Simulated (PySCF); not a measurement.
C₃H₁₁PSi₂.
SMILES: `C[C@@H]1[C@@H]([SiH3])P1[SiH3]`

Method: PySCF, TDDFT PBE0/def2-SVPD, vertical, gas phase, core orbitals frozen in the response. Geometry: PBE0-D3(BJ)/def2-SVP; no solvent, vibrations or thermal averaging.

Each state is given a Gaussian of 0.25 eV full width at half maximum, with ε(max) = 2.175×10⁸ f / Δν̃ (Δν̃ the width in cm⁻¹). The width is an assumption, not a result. The curve ends short of the highest state used, and states not computed would add to its high-energy end.

| λ (nm) | ε (L mol⁻¹ cm⁻¹) |
| --- | --- |
| 191.0 | 6331 |
| 193.6 | 12585 |
| 196.2 | 18694 |
| 198.9 | 17756 |
| 201.5 | 12659 |
| 204.1 | 8676 |
| 206.7 | 5928 |
| 209.3 | 3356 |
| 212.0 | 1309 |
| 214.6 | 359 |
| 217.2 | 69 |
| 219.8 | 20 |
| 222.4 | 64 |
| 225.1 | 251 |
| 227.7 | 638 |
| 230.3 | 1131 |
| 232.9 | 1431 |
| 235.5 | 1321 |
| 238.2 | 890 |
| 240.8 | 460 |
| 243.4 | 184 |
| 246.0 | 58 |
| 248.6 | 14 |
| 251.3 | 3 |

(1) Locate the maxima and give the states behind the curve.

(2) Coming from long wavelengths, where does ε first pass 100 L mol⁻¹ cm⁻¹?

(3) On this curve, what absorbance would a 10⁻⁴ mol/L sample give at 222 nm over a 1 cm path?

## Answers

(1) 234 nm (5.31 eV), ε about 1400, made up of S1 (100%); 197 nm (6.29 eV), ε about 19000, made up of S3 (11%) and S4 (86%) (ε in L mol⁻¹ cm⁻¹; maxima over ε = 5, shares over 10%). The states used: S1 5.31 eV (f 0.013); S2 6.01 eV (f 0.038); S3 6.16 eV (f 0.044); S4 6.30 eV (f 0.155); S5 6.47 eV (f 0.018); S6 6.68 eV (f 0.035); S7 6.75 eV (f 0.033); S8 6.91 eV (f 0.041); S9 6.94 eV (f 0.073); S10 7.09 eV (f 0.020).

(2) At about 245 nm (5.06 eV), 0.25 eV below S1.

(3) 222 nm is 5.585 eV, where ε is about 51 L mol⁻¹ cm⁻¹, so A = ε c l ≈ 0.0051 (Beer–Lambert, with the gas-phase spectrum and the assumed width).

All these states lie below the vertical ionisation energy of 8.83 eV (ΔSCF).
